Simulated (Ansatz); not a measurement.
`F[SiH](Cl)I` + `CC(F)CF` → `C[C@H](F)[Si@H](F)Cl` + `FCI`  (formal exchange of groups at the Si–I bond)

Computed with Ansatz on PBE0-D4/def2-TZVP structures; ΔE is electronic, products minus reactants. CCSD(T)/CBS adds triple-zeta CCSD(T) − MP2 to the extrapolated MP2 energy (def2 sets, frozen cores). def2 core potentials past Kr. For I outer-core shells are correlated without core-valence functions, which leaves a few kJ/mol of doubt a bond. Each species was taken in one conformer, which may not be the lowest.

`F[SiH](Cl)I`:

Cartesian coordinates in Å:
```
F 0.828 -1.068 -0.946
Si 0.149 0.045 -0.045
Cl 0.401 -0.477 1.899
I -2.192 0.169 -0.605
H 0.814 1.331 -0.303
```

`CC(F)CF`:

Cartesian coordinates in Å:
```
C -1.195 -0.303 -0.413
C -0.052 0.574 0.035
F -0.418 1.232 1.202
C 1.199 -0.217 0.303
F 2.268 0.620 0.530
H -2.102 0.294 -0.510
H -1.383 -1.098 0.313
H -0.977 -0.757 -1.381
H 0.166 1.349 -0.707
H 1.434 -0.847 -0.560
H 1.062 -0.847 1.188
```

`C[C@H](F)[Si@H](F)Cl`:

```xyz
11

C    -1.228    0.661   -0.427
C    -0.178   -0.421   -0.505
F    -0.770   -1.664   -0.258
Si    1.203   -0.216    0.763
F     1.863    1.215    0.532
Cl    2.633   -1.637    0.491
H    -1.671    0.715    0.570
H    -2.026    0.466   -1.147
H    -0.783    1.632   -0.659
H     0.249   -0.465   -1.514
H     0.708   -0.286    2.153
```

`FCI`:

```xyz
5

F    -0.149    0.079   -1.390
C     0.194    0.028   -0.082
I    -1.532   -0.257    1.155
H     0.848   -0.822    0.097
H     0.640    0.973    0.221
```

| level | ΔE (kJ/mol) |
| --- | --- |
| CCSD/def2-TZVPP | 130.5 |
| SCS-MP2/def2-QZVPP | 132.6 |

What does CCSD(T)/CBS give? (Best estimate.)

Computed: +131.3 kJ/mol. The listed levels differ from it by -0.8, 1.3 kJ/mol.

Largest T1 diagnostic among the species: 0.011.

In def2-TZVPP, CCSD(T) changes the Hartree–Fock value by −15.3 kJ/mol (the triples alone add −2.8 kJ/mol) and MP2 by −8.5 kJ/mol. From PBE to PBE0 (25 % exact exchange), in def2-TZVPP and without D4, ΔE moves by +10.6 kJ/mol.
